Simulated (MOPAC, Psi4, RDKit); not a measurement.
Torsional profile of SMILES CC(C)(C)CC[Si](Cl)(Cl)Cl (C₆H₁₃Cl₃Si). Scanned: dihedral C2–C5–C6–Si7; all other coordinates were relaxed at GFN2-xTB. Points at φ and −φ are mirror images. Heavy atoms are numbered in the order of the SMILES CC(C)(C)CC[Si](Cl)(Cl)Cl, hydrogens after them in the order of the atoms that carry them; the mirror image has the same energies with the sign of each dihedral reversed.

- UFF // GFN2-xTB (RDKit)
- PM7, restricted, heats of formation // GFN2-xTB (MOPAC)
- PBE-D3(BJ)/def2-SVP // GFN2-xTB (Psi4)

Energies in mEh, each method relative to its own lowest point.

```json
[
 {"φ / °": "-165", "UFF": "1.1", "PM7": "0.1", "PBE-D3(BJ)/def2-SVP": "0.4"},
 {"φ / °": "-150", "UFF": "3.5", "PM7": "0.4", "PBE-D3(BJ)/def2-SVP": "1.6"},
 {"φ / °": "-135", "UFF": "5.5", "PM7": "0.5", "PBE-D3(BJ)/def2-SVP": "2.6"},
 {"φ / °": "-120", "UFF": "6.5", "PM7": "0.6", "PBE-D3(BJ)/def2-SVP": "3.3"},
 {"φ / °": "-105", "UFF": "9.4", "PM7": "2.9", "PBE-D3(BJ)/def2-SVP": "3.8"},
 {"φ / °": "-90", "UFF": "9.4", "PM7": "4.0", "PBE-D3(BJ)/def2-SVP": "2.4"},
 {"φ / °": "-75", "UFF": "10.4", "PM7": "3.9", "PBE-D3(BJ)/def2-SVP": "2.1"},
 {"φ / °": "-60", "UFF": "13.6", "PM7": "6.0", "PBE-D3(BJ)/def2-SVP": "2.9"},
 {"φ / °": "-45", "UFF": "20.7", "PM7": "9.6", "PBE-D3(BJ)/def2-SVP": "5.5"},
 {"φ / °": "-30", "UFF": "28.8", "PM7": "13.3", "PBE-D3(BJ)/def2-SVP": "9.0"},
 {"φ / °": "-15", "UFF": "36.1", "PM7": "16.4", "PBE-D3(BJ)/def2-SVP": "12.4"},
 {"φ / °": "0", "UFF": "40.9", "PM7": "18.4", "PBE-D3(BJ)/def2-SVP": "14.8"},
 {"φ / °": "15", "UFF": "36.1", "PM7": "16.4", "PBE-D3(BJ)/def2-SVP": "12.4"},
 {"φ / °": "30", "UFF": "28.8", "PM7": "13.3", "PBE-D3(BJ)/def2-SVP": "9.0"},
 {"φ / °": "45", "UFF": "20.7", "PM7": "9.6", "PBE-D3(BJ)/def2-SVP": "5.5"},
 {"φ / °": "60", "UFF": "13.6", "PM7": "6.0", "PBE-D3(BJ)/def2-SVP": "2.9"},
 {"φ / °": "75", "UFF": "10.4", "PM7": "3.9", "PBE-D3(BJ)/def2-SVP": "2.1"},
 {"φ / °": "90", "UFF": "9.4", "PM7": "4.0", "PBE-D3(BJ)/def2-SVP": "2.4"},
 {"φ / °": "105", "UFF": "9.4", "PM7": "2.9", "PBE-D3(BJ)/def2-SVP": "3.8"},
 {"φ / °": "120", "UFF": "6.5", "PM7": "0.6", "PBE-D3(BJ)/def2-SVP": "3.3"},
 {"φ / °": "135", "UFF": "5.5", "PM7": "0.5", "PBE-D3(BJ)/def2-SVP": "2.6"},
 {"φ / °": "150", "UFF": "3.5", "PM7": "0.4", "PBE-D3(BJ)/def2-SVP": "1.6"},
 {"φ / °": "165", "UFF": "1.1", "PM7": "0.1", "PBE-D3(BJ)/def2-SVP": "0.4"},
 {"φ / °": "180", "UFF": "0.0", "PM7": "0.0", "PBE-D3(BJ)/def2-SVP": "0.0"}
]
```
